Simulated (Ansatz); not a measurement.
Cost and result for the atomization energy of `O[SiH](O)[Si](F)(F)F` (10 atoms, 9 bonds).

Z-matrix (Å, degrees):
```
Si
O 1 1.641
Si 1 2.340 2 110.3
O 1 1.632 2 110.7 3 114.2
H 1 1.491 2 108.5 3 -121.8
H 2 0.958 1 118.3 3 105.3
F 3 1.583 1 112.5 2 -177.3
F 3 1.585 1 110.1 2 -58.6
F 3 1.581 1 113.3 2 61.0
H 4 0.959 1 119.3 2 59.4
```

The species carries charge 0 and has multiplicity 1. The geometry is a stationary point of PBE0-D4/def2-TZVP. It is one conformer, not always the lowest. Program: Ansatz. All runs use 2 threads of an AMD EPYC 7R13 on a shared host and a share of an NVIDIA H100 80 GB. Times are those of one run each, without the atoms' runs, and a repeat can differ threefold. Electronic energies, without spin–orbit coupling; frozen cores. CCSD(T)/CBS adds CCSD(T) − MP2 in def2-TZVPP to the MP2 limit, and its time is that of the two runs behind it. T1 = 0.012. B3LYP takes the VWN-RPA correlation (the form of Gaussian; ORCA's B3LYP/G).

CCSD(T)/CBS is a level of theory with its own doubt, some kJ/mol a heavy atom from the limit and from the frozen cores, so smaller differences don't rank the functionals.

```tsv
level	functions	wall time
PBE0-D4/def2-TZVPP	281	3.9 s
r2SCAN-D4/def2-TZVPP (with forces)	281	4.6 s
B3LYP-D4/def2-TZVPP (with forces)	281	5.5 s
PBE-D4/def2-TZVPP (with forces)	281	5.5 s
B2PLYP/def2-TZVPP	281	7 s
MP2/def2-QZVPP	515	8.1 s
ωB97X-V/def2-TZVPP	281	9.5 s
ωB97M-V/def2-TZVPP (with forces)	281	12 s
CCSD(T)/def2-TZVPP	281	16 s
CCSD(T)/CBS(def2)	–	24 s
```

Q: What atomization energy does each give, and how far from CCSD(T)/CBS? (Best estimate.)

A: Computed: 
```json
{"level": "PBE0-D4/def2-TZVPP", "atomization (kJ/mol)": "4088.3", "difference from CCSD(T)/CBS": "-103.7", "per bond": "-11.5"}
{"level": "r2SCAN-D4/def2-TZVPP (with forces)", "atomization (kJ/mol)": "4161.9", "difference from CCSD(T)/CBS": "-30.1", "per bond": "-3.3"}
{"level": "B3LYP-D4/def2-TZVPP (with forces)", "atomization (kJ/mol)": "4116.9", "difference from CCSD(T)/CBS": "-75.1", "per bond": "-8.4"}
{"level": "PBE-D4/def2-TZVPP (with forces)", "atomization (kJ/mol)": "4200.8", "difference from CCSD(T)/CBS": "8.8", "per bond": "1.0"}
{"level": "B2PLYP/def2-TZVPP", "atomization (kJ/mol)": "4106.5", "difference from CCSD(T)/CBS": "-85.5", "per bond": "-9.5"}
{"level": "MP2/def2-QZVPP", "atomization (kJ/mol)": "4301.4", "difference from CCSD(T)/CBS": "109.4", "per bond": "12.1"}
{"level": "ωB97X-V/def2-TZVPP", "atomization (kJ/mol)": "4166.3", "difference from CCSD(T)/CBS": "-25.7", "per bond": "-2.9"}
{"level": "ωB97M-V/def2-TZVPP (with forces)", "atomization (kJ/mol)": "4159.9", "difference from CCSD(T)/CBS": "-32.1", "per bond": "-3.6"}
{"level": "CCSD(T)/def2-TZVPP", "atomization (kJ/mol)": "4048.1", "difference from CCSD(T)/CBS": "-143.9", "per bond": "-16.0"}
{"level": "CCSD(T)/CBS(def2)", "atomization (kJ/mol)": "4192.0", "difference from CCSD(T)/CBS": "0.0", "per bond": "0.0"}
```

The D4 term adds +39.1 kJ/mol with B3LYP and +20.6 kJ/mol with PBE0; it sums over pairs of atoms, weighted by their polarisabilities, and B3LYP, whose exchange is more repulsive, gets the larger term. From PBE to PBE0 (25 % exact exchange), in def2-TZVPP and without D4, the atomization energy moves by −108.9 kJ/mol: exact exchange takes away binding that semilocal exchange gives to molecules. In def2-TZVPP, CCSD(T) changes the Hartree–Fock value by +1045.6 kJ/mol (the triples alone add +66.2 kJ/mol) and MP2 by +1210.2 kJ/mol; breaking electron pairs costs correlation energy, which Hartree–Fock lacks.
